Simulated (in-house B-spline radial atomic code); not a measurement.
Results of a calculation; reference values are marked as such.
## As in an electron gas of r_s = 2.67: phase shifts, screening, friction and resistivity

A nucleus sits in a uniform electron gas with a rigid positive background. The Kohn-Sham equations are solved self-consistently in the spin-unpolarised LDA (PW92), non-relativistic, on B-splines with outgoing waves at the boundary and partial waves to l = 8. The model has no lattice, no bands and no magnetic solution. Atomic units; δ_l are the phase shifts at the Fermi level, counted so that each bound state adds π, and good to about 0.0005.

The density parameter is r_s = 2.67 bohr, near that of the valence electrons of Cu (1 per atom, density 8.96 g/cm³, mass 63.55 u, which gives r_s = 2.67).

```tsv
l	δ_l (rad)
0	10.8095
1	8.0211
2	3.3480
3	0.0283
4	0.0031
5	0.0005
6	0.0002
7	0.0002
8	0.0002
```

Bound levels below the band bottom (hartree): p -47.12, s -6.341, p -4.462, d -1.155, s -0.2076 and deeper ones.

Task: Check the Friedel sum rule, and say where the screening charge sits.

Result: k_F = (9π/4)^(1/3)/r_s = 0.71879. The rule is Z = (2/π) Σ (2l + 1) δ_l. The terms are s 6.882, p 15.319, d 10.657, f 0.126 and 0.027 beyond, in all 33.011 against Z = 33. Bound states hold 8 s, 12 p, 10 d electrons, so the scattering states carry 3.01 in all; where a term is smaller than its bound count, the bound level has drawn weight out of the band.

Task: Find the transport cross section and the electronic stopping of a 10 keV As ion (mass 74.92 u).

Result: σ_tr = (4π/k_F²) Σ (l + 1) sin²(δ_l − δ_(l+1)). The terms for l = 0 to 3 are 0.1196, 1.9969, 0.0942, 0.0025, all together 2.2133, so σ_tr = 24.323 × 2.2133 = 53.833 bohr². With n = 3/(4π r_s³) = 0.01254, the friction coefficient is Q = n k_F σ_tr = 0.4853. For v well below v_F = 0.719, dE/dx = Q v; with 24801 eV per u at v = 1, v = √(10000/(24801 × 74.92)) = 0.0734, so dE/dx = 0.03560 hartree/bohr = 18.3 eV/nm. The largest term couples the p and d waves.

Task: What residual resistivity would 1 atomic per cent of such centres give in Cu?

Result: Δρ = k_F n_i σ_tr/n in atomic units of 21.74 μΩ·cm. With one host atom per 1 electron, n_i/n = 0.01/1, so Δρ = 0.7188 × 0.01000 × 53.833 × 21.74 = 8.41 μΩ·cm. This is an atom added to the gas, as on an interstitial site.

Task: On a substitutional site the background of one host ion, a sphere holding 1 charge, is taken out. The phase shifts for l = 0 to 4 become 10.6916, 7.7440, 3.2444, 0.0150, 0.0019. What follows?

Result: The Friedel sum is now 32.01, for Z − 1 = 32. The sum in σ_tr is 1.9717, so σ_tr = 47.96 bohr² and Δρ = 7.49 μΩ·cm per atomic per cent, 0.89 times the value above. A real host ion scatters too, so this model doesn't give zero even for the host's own atom.
